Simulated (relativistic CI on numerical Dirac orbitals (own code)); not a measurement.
# Forbidden transitions in Rb3+

Calculated at this level of theory: Dirac-Coulomb-Breit CI, KLI orbitals optimised for each configuration, model QED (radiative potential, 1s self-energy scaled to tabulated hydrogen-like ionisation energies), valence Slater integrals scaled by 0.85, P86 correlation energy added to each configuration (own radial code, finite nucleus).

CI space (outside the closed core [Ar] 3d10): 4s²4p⁴, 4s4p⁵, 4s²4p³4d, 4p⁶, 4s²4p³4f, 4s4p⁴4d, 4s²4p³5s, 4s²4p³5p, 4s4p⁴4f, 4s²4p³5d, 4s²4p³6s, 4s²4p³6p, 4s²4p³5f, 4s²4p³6d, 4s²4p³7s, 4s²4p³5g, 4s²4p³7p, 4s²4p³6f, 4s4p⁴5s, 4s²4p²4d4f, 4p⁵4d, 4s4p³4d², 4s4p⁴5p, 4s4p⁴5d, 4s4p⁴6s, 4s4p⁴6p, 4s²4p²4d5p, 4s4p³5p², 4s²4p²4d², 4s²4p4d³, 4s²4p4d²4f, 4s4p²4d³, 4s²4p4d²5s, 4s²4p4d²5p, 4s²4p²4f², 4s²4p4d4f², 4s²4p4f³, 4s4p²4d4f², 4s²4p4f²5s, 4s²4p4f²5p, 4s²4p²4d5s, 4s²4p4d4f5s, 4s4p²4d²5s, 4s²4p4d5s², 4s²4p4d5s5p, 4s²4p²5s², 4s²4p4f5s², 4s4p²4d5s², 4s²4p5s²5p. Double excitations out of closed p, d and f shells are left out; levels of such configurations are missing from the list, as are those of other unlisted configurations, and high levels can miss mixing partners. These lack a partner that the ground configuration has and come out too high: 4s4p⁴4f, 4s²4p³5d, 4s²4p³6s, 4s²4p³6p, 4s²4p³5f.

```
λ vac (Å)               Lower               Upper  Type   A (s⁻¹)        gf  Branching (%)
   1294.2      4s4p⁵ ³P°2 [6]  4s²4p³4d ³F°4 [34]    E2  4.06e+01  9.16e-08           41.1
   1537.2      4s4p⁵ ³P°2 [6]  4s²4p³4d ¹G°4 [25]    E2  1.19e+00  3.78e-09           25.6
   1622.5      4s4p⁵ ³P°2 [6]  4s²4p³4d ³G°4 [23]    E2  1.37e+00  4.87e-09           28.4
   1792.2      4s4p⁵ ³P°2 [6]  4s²4p³4d ³F°4 [21]    E2  8.52e-01  3.69e-09           16.8
   2403.2  4s²4p³4d ⁵D°3 [13]  4s²4p³4d ³F°4 [34]    M1  5.00e+00  3.90e-08            5.1
   2418.9  4s²4p³4d ⁵D°4 [14]  4s²4p³4d ³F°4 [34]    M1  2.63e+01  2.07e-07           26.6
   2783.3      4s4p⁵ ³P°2 [6]  4s²4p³4d ⁵D°4 [14]    E2  4.19e-02  4.38e-10            n/a
   3402.0  4s²4p³4d ⁵D°3 [13]  4s²4p³4d ¹G°4 [25]    M1  6.74e-01  1.05e-08           14.5
   3433.5  4s²4p³4d ⁵D°4 [14]  4s²4p³4d ¹G°4 [25]    M1  2.32e+00  3.69e-08           50.1
   3849.9  4s²4p³4d ⁵D°3 [13]  4s²4p³4d ³G°4 [23]    M1  3.92e-01  7.84e-09            8.1
   3890.3  4s²4p³4d ⁵D°4 [14]  4s²4p³4d ³G°4 [23]    M1  2.63e+00  5.37e-08           54.6
   5033.0  4s²4p³4d ⁵D°4 [14]  4s²4p³4d ³F°4 [21]    M1  3.29e+00  1.12e-07           64.7
   5827.5      4s²4p⁴ ³P2 [1]      4s²4p⁴ ¹D2 [4]    M1  9.76e+00  2.49e-07           90.8
   9070.8      4s²4p⁴ ³P1 [2]      4s²4p⁴ ¹D2 [4]    M1  9.12e-01  5.63e-08            8.5
  12471.9  4s²4p³4d ³D°3 [16]  4s²4p³4d ³F°4 [21]    M1  6.65e-01  1.40e-07           13.1
  14872.9      4s²4p⁴ ³P2 [1]      4s²4p⁴ ³P0 [3]    E2  5.24e-03  1.74e-10           33.9
  16298.2      4s²4p⁴ ³P2 [1]      4s²4p⁴ ³P1 [2]    M1  4.93e+00  5.89e-07          100.0
  52608.0  4s²4p³4d ³F°3 [20]  4s²4p³4d ³F°4 [21]    M1  1.28e-01  4.77e-07            2.5
```

Terms are leading LS components. Brackets give the number of a level in order of energy, since labels repeat. The list gives strong lines, with weight on those to low levels, among the lowest 400 of 8645 levels, so that lines to higher ones, which can be the strongest, are missing, and without lines across small gaps between configurations, and without 14 lines that miss the measured interval by over 3.5 %, start from a term whose rates miss tabulated ones by over 60 %, have gauges far apart or, lacking measured levels, span too small a gap for the errors found; lines with a level outside our table were not tested and can miss by more. Levels whose partners in the same complex of configurations lie outside the list can be far off, and so can their lines. Rates are taken at the computed energies, electric ones in the length gauge.

For a near-neutral ion this model can misplace configurations by up to about 10,000 cm⁻¹ (more where the count of f electrons changes) and terms by 10 to 25 % of their spread. Rates follow the energies as ν³ (E1, M1) or ν⁵ (E2), so they and the lifetimes can be off by large factors. The fine structure of a lone outer electron comes out too small, for d and f at times inverted, and misplaced configurations move strength between like terms. 60 of the 69 excited levels that our extract of the measured tables holds in this range could be paired (the sources list more); they are missed by 3680 cm⁻¹ on average and 10018 at most, and levels without a partner can miss by more.
